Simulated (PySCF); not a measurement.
## Electron correlation in Al (aluminium, neutral)

[Ne] 3s2 3p1, 2P determinant. Calculation: PySCF 2.14, in aug-cc-pwCVDZ (6s5p3d, 36 functions); the non-relativistic Hamiltonian (point nucleus). Frozen: 1s2; 11 electrons correlated.

```tsv
level	correlation energy (mhartree)
CCSD	-176.01
(T)	-2.56
CCSD(T)	-178.57
```

Diagnostics: T1 = 0.011, D1 = 0.0439, largest double amplitude 0.057.

**Question.** Is a single reference adequate?

**Answer.** Yes: T1 lies below 0.03 and no double amplitude reaches 0.07.
